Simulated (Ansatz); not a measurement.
Consider the isomerisation: `C[N]1[CH2][GeH]1[OH]` → `C=C(N)[O][GeH3]`.

Computed with Ansatz on PBE0-D4/def2-TZVP structures; ΔE is electronic, products minus reactants. CBS: MP2 limit from def2 TZ/QZ plus the TZ coupled-cluster correction, frozen cores. Functionals use def2-TZVPP. For Ge outer-core shells are correlated without core-valence functions, which leaves a few kJ/mol of doubt a bond. Scalar relativity is left out up to krypton. Each species was taken in one conformer, which may not be the lowest.

`C[N]1[CH2][GeH]1[OH]`:

```xyz
12

C     0.474    1.628   -0.240
N     0.247    0.217   -0.413
C    -1.156   -0.265   -0.428
Ge    0.026   -1.145    0.795
O     0.959   -2.603    0.440
H     0.220    2.166   -1.162
H    -0.117    2.076    0.575
H     1.530    1.809   -0.030
H    -1.495   -0.710   -1.362
H    -1.902    0.402    0.016
H     0.025   -0.939    2.303
H     1.189   -2.636   -0.493
```

`C=C(N)[O][GeH3]`:

```xyz
12

C    -1.906   -0.622    0.245
C    -0.624   -0.459   -0.082
N    -0.147   -0.190   -1.367
O     0.356   -0.491    0.843
Ge    1.619    0.799    0.808
H    -2.195   -0.689    1.283
H    -2.668   -0.697   -0.519
H     0.600   -0.812   -1.649
H    -0.874   -0.159   -2.065
H     2.647    0.501   -0.295
H     2.257    0.663    2.195
H     0.935    2.157    0.605
```

(1) Is it downhill or uphill in electronic energy at CCSD(T)/CBS, and by how much? (An estimate is asked.)

(2) What do these levels give: ωB97M-V, MP2/def2-TZVPP, HF/def2-QZVPP, HF/CBS(def2), MP2/CBS(def2), CCSD/CBS(def2)? (Estimate.)

Largest T1 diagnostic among the species: 0.012.

## Answers

(1) Computed: Downhill: ΔE = -52.3 kJ/mol.

(2) Computed: ωB97M-V -68.1, MP2/def2-TZVPP -45.9, HF/def2-QZVPP -100.2, HF/CBS(def2) -100.1, MP2/CBS(def2) -39.5, CCSD/CBS(def2) -56.0 kJ/mol.

In def2-TZVPP, CCSD(T) changes the Hartree–Fock value by +42.1 kJ/mol (the triples alone add +3.8 kJ/mol) and MP2 by +54.9 kJ/mol.
